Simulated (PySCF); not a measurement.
Simulated characterisation data

[PySCF 2.14: GFN2-xTB geometry; shielding tensors at PBE0/pcSseg-1 (GIAO); in vacuum; one averaged value for each set of equivalent atoms; no relativistic terms; one computed conformer]

References, each an isolated molecule treated in the same way: ¹H and ¹³C vs TMS. Splittings of carbon signals by F and P are missing where no couplings were computed. Where no couplings were computed, multiplicities follow the n + 1 count of equivalent neighbours, and m marks all less simple cases (inequivalent or close neighbours, rings, F or P nearby). Shifts are as computed. Against solution values, carbons near 30 ppm lie about +3 ppm off and those near 130 ppm about +5 ppm; carbons on Cl a further +6 ppm. Of 1211 compounds with measured shifts, 218 miss one by over three times the rms of a fit or turn the order of signals round; such compounds aren't used in these exercises. Carbons bonded to Cl come out too deshielded.

Compound 1 (C₅H₉O₂P). ¹H NMR (600 MHz, computed): δ 7.05 (m, 1H), 5.92 (m, 1H), 5.51 (m, 1H), 3.93 (s, 3H), 1.47 (m, 3H). ¹³C{¹H} NMR (computed): δ 187.2, 148.7, 125.7, 53.7, 10.0. Structure: `C=CP(C)C(=O)OC`.

Compound 2 (C₆H₁₃ClSi). ¹H NMR (600 MHz, computed): δ 4.19 (s, 3H), 2.18 (t, 2H), 2.14 (s, 3H), 1.65 (m, 2H), 1.04 (t, 3H). ¹³C{¹H} NMR (computed): δ 155.5, 125.6, 48.1, 27.1, 25.7, 16.6. Structure: SMILES CCC/C(Cl)=C(/C)[SiH3].
